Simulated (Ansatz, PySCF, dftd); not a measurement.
Species: B₂F₃, charge 0, doublet. B2F3 (SMILES [B](B(F)F)F, doublet).
B3LYP-D3(BJ)/def2-TZVP minimum from Ansatz (a program for electronic structure):
```xyz
5

B     -0.9299     0.3625    -0.5236
F     -2.1974     0.2522    -0.2924
B      0.5496    -0.0774     0.0956
F      1.1760    -1.1628    -0.3474
F      1.2327     0.7523     0.8776
```
Charge 0, spin multiplicity 2.

Wanted: enthalpy of formation at 298 K (by atomisation, with rigid-rotor harmonic-oscillator terms from PySCF's Hessian at B3LYP-D3(BJ)/def2-TZVP and the atoms' measured values of the G2/97 table; no spin-orbit terms), in kcal/mol. UHF or UKS for unpaired electrons; spin-orbit terms are left out. Cores are frozen in correlated methods. Rows without X2C or -DK are non-relativistic. CBS(X,Y): correlation extrapolated as X^-3, Hartree-Fock from the larger set. A bracket is a step between two methods taken in the basis named. The functionals are non-relativistic, so their misses hold any scalar relativity. 'core' is core correlation in cc-pwCVTZ, 'X2C' scalar relativity in cc-pVTZ-DK, both at CCSD(T). For partners of very few electrons the exact lower level stands in for a higher one.

```tsv
level	program	enthalpy of formation at 298 K (kcal/mol)	difference against the last row
CAM-B3LYP-D3(BJ)/def2-TZVPD	Ansatz + dftd3	-199.0	-7.9
CAM-B3LYP/def2-TZVPD	Ansatz	-197.9	-6.8
CCSD/cc-pVTZ	Ansatz	-166.1	25.0
CCSD(T)/cc-pVQZ	Ansatz	-183.5	7.6
CCSDT(Q)/cc-pVDZ	Ansatz	-140.9	50.2
CCSD(T)/CBS(cc-pVTZ,cc-pVQZ) + [CCSDT(Q) - CCSD(T)]/cc-pVDZ + core + X2C	Ansatz	-191.1	0.0
```
